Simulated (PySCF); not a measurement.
A species of formula CH7FOSi2 has this rotational fingerprint, computed with PBE0-D3(BJ)/def2-SVP geometry optimisation, gas phase in PySCF:

| Item | Value |
| --- | --- |
| Rotational constants | A = 5257, B = 1854, C = 1516 MHz |
| Dipole components | \|μa\| = 0.57 D, \|μb\| = 0.02 D, \|μc\| = 0.67 D |
| Inertial defect | -35.26 u·Å² |
| κ | -0.82 |

Question: Which candidate fits, each taken in the one conformer that was computed?
A. `[CH3:1][O:2][SiH2:3][SiH2:4][F:5]` with C1–O2–Si3–Si4 180°, O2–Si3–Si4–F5 180°
B. `[CH3:1][SiH2:2][O:3][SiH2:4][F:5]` with C1–Si2–O3–Si4 -33°, Si2–O3–Si4–F5 -17°

Answer: B. It is C[SiH2]O[SiH2]F, an asymmetric top, point group C1. The candidates at the same level (rigid rotor, commonest isotopes):

| SMILES | A (MHz) | B (MHz) | C (MHz) | μa (D) | μb (D) | μc (D) | Δ (u·Å²) | point group | rotor |
| --- | --- | --- | --- | --- | --- | --- | --- | --- | --- |
| C[SiH2]O[SiH2]F | 5257 | 1854 | 1516 | 0.57 | 0.02 | 0.67 | -35.26 | C1 | asymmetric top |
| CO[SiH2][SiH2]F | 10427 | 1206 | 1117 | 2.17 | 0.08 | 0.00 | -15.07 | Cs | near-prolate asymmetric top |

`CO[SiH2][SiH2]F` has A 98 % too high. No structure here is proved a minimum.
